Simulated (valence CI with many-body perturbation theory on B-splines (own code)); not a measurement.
From CI to CI+MBPT in Cu IX

Computed by configuration interaction combined with many-body perturbation theory (CI+MBPT): three valence electrons over a frozen Dirac-Fock core [Ar], a basis of 9 s, 9 p, 10 d, 8 f, 5 g, 3 h, 1 i functions for each j, with the one-electron correlation potential Σ1, the two-electron term Σ2, the three-electron term Σ3, Breit, model QED; selected CI, second order for the rest, scaled by the run's own slope (own B-spline code, finite nucleus).

No measured levels were compared; by estimate terms of the open shell hold to 2 to 4 % of their energy, and close levels can change places; different configurations can be misplaced against each other by 1,000 to 8,000 cm⁻¹. Core correlation moves these levels by up to 2700 cm⁻¹, and in measured spectra 5 to 20 % of such shifts remained as error; rates that hang on mixing are uncertain with them. The list stops below the first excitations out of the core. Only levels of the ground parity were solved; by the run's estimate the other parity begins above the list, which can be wrong where configurations are misplaced.

Each rung adds one term. CI alone is the Dirac-Coulomb CI over the frozen core; QED comes last and gives the full result, which names the levels. Energies are above 3d³ ⁴F_3/2 on the same rung, in cm⁻¹.

Names give the largest LS component (configuration and term), which can be under half, so a name can repeat, a term be missing and a line seem to break the LS rules; names also repeat where a configuration has a term twice. Letters in brackets count levels of one name in rising energy.

| Level | CI alone | Σ1 | Σ2 | Σ3 | Breit | QED | Full |
| --- | --- | --- | --- | --- | --- | --- | --- |
| 3d³ ⁴F_5/2 | 1253 | +58 | +67 | +4.0 | -145 | +5.3 | 1242 |
| 3d³ ⁴F_7/2 | 2894 | +129 | +144 | +5.5 | -349 | +12 | 2835 |
| 3d³ ⁴F_9/2 | 4833 | +208 | +223 | +1.4 | -603 | +19 | 4682 |
| 3d³ ⁴P_1/2 | 28152 | +251 | -2064 | +39 | -144 | +6.5 | 26241 |
| 3d³ ⁴P_3/2 | 28358 | +241 | -2060 | +80 | -114 | +5.8 | 26511 |
| 3d³ ²G_7/2 | 29822 | +298 | -902 | -608 | -303 | +9.3 | 28317 |
| 3d³ ⁴P_5/2 | 30226 | +344 | -1945 | -7.6 | -313 | +15 | 28318 |
| 3d³ ²G_9/2 | 31272 | +344 | -885 | -560 | -449 | +13 | 29734 |
| 3d³ ²D_3/2 [a] | 37463 | +333 | -1619 | +184 | -82 | +6.4 | 36286 |
| 3d³ ²P_1/2 | 37774 | +375 | -1916 | +1168 | -226 | +12 | 37186 |
| 3d³ ²H_9/2 | 40354 | +428 | -1255 | -48 | -458 | +15 | 39036 |
| 3d³ ²H_11/2 | 41319 | +445 | -1286 | -0.7 | -622 | +16 | 39872 |
| 3d³ ²D_5/2 [a] | 42747 | +468 | -1028 | -1037 | -381 | +18 | 40786 |
| 3d³ ²D_3/2 [b] | 42777 | +518 | -1148 | -97 | -463 | +25 | 41612 |
| 3d³ ²F_7/2 | 66378 | +587 | -3634 | +327 | -386 | +14 | 63286 |
| 3d³ ²F_5/2 | 67036 | +609 | -3611 | +325 | -277 | +15 | 64097 |
| 3d³ ²D_5/2 [b] | 101040 | +854 | -2699 | -49 | -248 | +16 | 98913 |
| 3d³ ²D_3/2 [c] | 101869 | +886 | -2844 | -50 | -245 | +18 | 99633 |

The middle columns are the shifts that each term adds.

Task: How does the ionisation energy move along the ladder, and which term matters most?

Result: CI alone 192.64, + Σ1 194.86, + Σ2 198.38, + Σ3 198.38, + Breit 198.37, + QED 198.38 eV. The largest step is Σ2, 3.52 eV. NIST lists 198 ± 2.2 eV (theoretical).
